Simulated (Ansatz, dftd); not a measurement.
Reaction: BGeH5 (SMILES [BH2][GeH3]) → BGeH4 (SMILES [BH][GeH3], doublet) + H (doublet) (the B-H bond breaks)
Each species at its own B3LYP-D3(BJ)/def2-TZVP minimum (Ansatz, a quantum-chemistry and plane-wave program).

Wanted: bond dissociation energy (electronic), in kcal/mol. Open shells are spin-unrestricted; no spin-orbit coupling. Cores are frozen in correlated methods (noble-gas shells, and filled d and f shells in the p block). No relativity. CBS(X,Y): correlation extrapolated as X^-3, Hartree-Fock from the larger set. A bracket is a step between two methods taken in the basis named. Double hybrids freeze cores in their MP2 part. Where a partner has so few electrons that a lower coupled-cluster level is exact, that level stands in.

| level | program | bond dissociation energy (kcal/mol) | difference against the last row |
|---|---|---|---|
| PBE/def2-TZVPD | Ansatz | 103.0 | -4.1 |
| r2SCAN-D3(BJ)/def2-TZVPD | Ansatz + dftd3 | 102.7 | -4.4 |
| B3LYP/def2-TZVPD | Ansatz | 106.4 | -0.7 |
| PBE0-D3(BJ)/def2-TZVPD | Ansatz + dftd3 | 103.5 | -3.6 |
| PBE0-D4/def2-TZVPD | Ansatz + dftd4 | 103.4 | -3.7 |
| CAM-B3LYP-D4/def2-TZVPD | Ansatz + dftd4 | 107.1 | 0.0 |
| wB97M-V/def2-TZVPD | Ansatz | 108.4 | 1.3 |
| B2PLYP-D3(BJ)/def2-TZVPD | Ansatz + dftd3 | 105.8 | -1.3 |
| B2PLYP-D4/def2-TZVPD | Ansatz + dftd4 | 105.8 | -1.3 |
| B2PLYP/def2-TZVPD | Ansatz | 105.7 | -1.4 |
| CCSD(T)/cc-pVTZ | Ansatz | 106.0 | -1.1 |
| CCSDT(Q)/cc-pVDZ | Ansatz | 102.4 | -4.7 |
| CCSDT(Q)/cc-pVTZ | Ansatz | 105.9 | -1.2 |
| CCSD(T)/CBS(cc-pVTZ,cc-pVQZ) + [CCSDT(Q) - CCSD(T)]/cc-pVTZ | Ansatz | 107.1 | 0.0 |
